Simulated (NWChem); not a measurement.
Everything below was run with NWChem. System: CF$_{3}$, charge 0, spin multiplicity 2, at a geometry optimised with UPBE0/def2-SVP. The structure started from a generated list of species. Its SCF solution wasn't tested for a lower state. Level: G0W0@UPBE0/def2-TZVP, RI basis def2-tzvp-rifit.

The NWChem input:

```
start mol
memory heap 200 mb stack 700 mb global 1700 mb
geometry units angstroms nocenter noautoz
  F      0.624784    -0.075242     1.082955
  C      0.002034     0.320727     0.000000
  F      0.624784    -0.075242    -1.082955
  F     -1.250924    -0.063334     0.000000
  symmetry group Cs
end
basis spherical
  * library def2-tzvp
end
basis "ri basis" bse spherical
  * library def2-tzvp-rifit
end
dft
  xc pbe0
  odft
  mult 2
  iterations 100
  direct
  tolerances tight
end
task dft energy
gw
  states alpha occ 4 vir 2
  states beta occ 4 vir 2
end
task dft gw
```

Output (cleaned and shortened):

```
             Northwest Computational Chemistry Package (NWChem) 7.3.0
             --------------------------------------------------------

                                NWChem Input Module
                                -------------------

 Scaling coordinates for geometry "geometry" by  1.889725989
 (inverse scale =  0.529177249)

 Turning off AUTOSYM since
 SYMMETRY directive was detected!

                             Geometry "geometry" -> ""
                             -------------------------

 Output coordinates in angstroms (scale by  1.889725989 to convert to a.u.)

  No.       Tag          Charge          X              Y              Z
 ---- ---------------- ---------- -------------- -------------- --------------
    1 F                    9.0000     0.62478400    -0.07524200     1.08295500
    2 C                    6.0000     0.00203400     0.32072700     0.00000000
    3 F                    9.0000     0.62478400    -0.07524200    -1.08295500
    4 F                    9.0000    -1.25092400    -0.06333400     0.00000000

 Effective nuclear repulsion energy (a.u.)     124.7852150468

            Nuclear Dipole moment (a.u.)
            ----------------------------
        X                 Y               Z
 ---------------- ---------------- ----------------
    -0.0000000000     0.0000000000     0.0000000000

      Symmetry information
      --------------------

 Group name             Cs
 Group number              2
 Group order               2
 No. of unique centers     3

      Symmetry unique atoms

     1    2    4


 Summary of "ao basis" -> "" (spherical)
 ------------------------------------------------------------------------------
       Tag                 Description            Shells   Functions and Types
 ---------------- ------------------------------  ------  ---------------------
 *                         def2-tzvp                  on all atoms

 new library libraries.bse/

 Summary of "ri basis" -> "" (spherical)
 ------------------------------------------------------------------------------
       Tag                 Description            Shells   Functions and Types
[...]
     1   0 0 1     -0.000000      0.000000     -0.000000      0.000000

     2   2 0 0    -15.431434    -46.010976    -44.804602     75.384144
     2   1 1 0      0.005885      0.228690      0.238689     -0.461494
     2   1 0 1     -0.000000     -0.000000     -0.000000      0.000000
     2   0 2 0    -14.504832     -9.992106     -7.209594      2.696868
     2   0 1 1     -0.000000     -0.000000     -0.000000      0.000000
     2   0 0 2    -15.431457    -46.011905    -44.805604     75.386052

 Task  times  cpu:       12.9s     wall:       12.9s

                                NWChem Input Module
                                -------------------

                                 NWChem GW Module
                                 ----------------

                             ***********************
                             ***        GW       ***
                             ***********************

 Summary of "ri basis" -> "ri basis" (spherical)
 ------------------------------------------------------------------------------
       Tag                 Description            Shells   Functions and Types
 ---------------- ------------------------------  ------  ---------------------
 F                      def2-tzvp-rifit             22       76   8s6p4d3f1g
 C                      def2-tzvp-rifit             22       76   8s6p4d3f1g

                 Memory Information
                 ------------------
          Available GA per process is          1699.8 MBs
          Available stack per process is        700.0 MBs
          Available heap per process is           0.0 MBs

          Peak memory in Initialization
              Peak GA per process is                 11.5 MBs
              Peak stack per process is               0.2 MBs
              Peak heap per process is               11.7 MBs
              Memory not in MA per process            0.0 MBs

          Peak memory in AFF Calculation
              Peak GA per process is                114.7 MBs
              Peak stack per process is              96.0 MBs
              Peak heap per process is                0.0 MBs
              Memory not in MA per process           96.0 MBs

          Computing 2-center integrals
          Computing Inverse Cholesky factor
          Computing 3-center integrals
          Computing V_xc ...

          Computing Sigma_x
          Computing RPA polarizability
          Solving quasiparticle equations

                  Alpha Orbitals
          State     Energy (eV)     Error (eV)
          -----------------------------------
@GW        14        -16.285           0.002
@GW        15        -16.285           0.002
@GW        16        -15.624           0.002
@GW        17        -10.705           0.002
@GW        18          5.385           0.005
@GW        19          6.260           0.005

                   Beta Orbitals
          State     Energy (eV)     Error (eV)
          -----------------------------------
@GW        13        -16.941           0.002
@GW        14        -16.021           0.002
@GW        15        -16.021           0.002
@GW        16        -15.535           0.002
@GW        17          0.303           0.002
@GW        18          5.706           0.005

   Applying  -2.8376 eV scissor-shift to rest of particle states

   Applying   2.3285 eV scissor-shift to rest of hole states

   Applying  -3.0659 eV scissor-shift to rest of particle states

   Applying   2.5171 eV scissor-shift to rest of hole states

     GW Timing Statistics
   ------------------------
   Init.   :          0.1s
     ERIs  :          1.4s
     Distr.:          0.0s
     Vxc   :          1.5s
   Sigma_x :          0.0s
   RPA     :         13.6s
   Wmn     :          0.1s
   Sigma_c :          0.1s
   GW total:         16.9s

 Task  times  cpu:       16.9s     wall:       16.9s

 Total times  cpu:       29.8s     wall:       29.8s
```
